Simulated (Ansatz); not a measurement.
Ideal-gas functions of `S[Si](Cl)Cl` radical at 800 K and 1 bar, from an Ansatz frequency run at PBE0-D4/def2-TZVP.

Molar mass 132.07 g/mol, point group C1 (symmetry number 1), electronic degeneracy 2, moments of inertia 203.329, 218.106, 399.378 u Å². Harmonic wavenumbers (cm⁻¹, unscaled): 135, 154, 225, 227, 453, 565, 572, 758, 2701.

Use S(trans) = R[1.5 ln M + 2.5 ln T − 1.1517]; rotational temperatures θ = 24.2544 K / I; S(rot) = R[ln(√π/σ · √(T³/θAθBθC)) + 1.5]; for each mode x = 1.438777 ν̃/T, S = R[x/(eˣ − 1) − ln(1 − e⁻ˣ)] and H = RT x/(eˣ − 1); 1 cm⁻¹ = 0.0119627 kJ/mol; R = 8.31446 J/(mol·K).

Q: By hand: the entropy, in J/(mol·K).

A: Translation 190.3. Rotation: θ = 0.1193, 0.1112, 0.0607 K, giving 130.2. Vibration, mode by mode: 20.10, 19.02, 15.89, 15.82, 10.24, 8.53, 8.44, 6.35, 0.38, in all 104.8. Electronic 5.8. Sum 431.1 J/(mol·K).

Q: By hand: H − E and G − E in kJ/mol, counted from the electronic energy.

A: Zero-point energy ½ × 5790 × 0.0119627 = 34.6; thermal vibration 37.7; translation, rotation and pV give 4 RT = 26.6. H − E = 98.9 kJ/mol, and G − E = 98.9 − 800 × 431.1/1000 = -246.0 kJ/mol.

Vibration gives 24 % of the entropy, 20.1 J/(mol·K) of it from the mode under 150 cm⁻¹: soft modes count most, and the harmonic formula is weakest for them. The sum counts one conformer and one mirror image; others add a mixing term.
